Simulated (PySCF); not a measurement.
# Electron correlation in Zn⁺ (zinc, charge +1)

[Ar] 3d10 4s1, 2S determinant. All numbers are calculated (PySCF 2.14, scalar relativity through the core potential, in cc-pVTZ-PP with ECP10MDF). Frozen: 3s2 3p6; 11 electrons correlated.

MP2 pair energies summed by pair of shells (mhartree):

| pair | energy | share (%) |
| --- | --- | --- |
| 3d-3d | -449.01 | 94.5 |
| 3d-4s | -26.28 | 5.5 |

Total MP2 correlation energy: -475.29 mhartree.

Same-spin part -174.84 and opposite-spin part -300.45 mhartree; SCS-MP2 scales them by 1/3 and 6/5 to -418.82 mhartree.
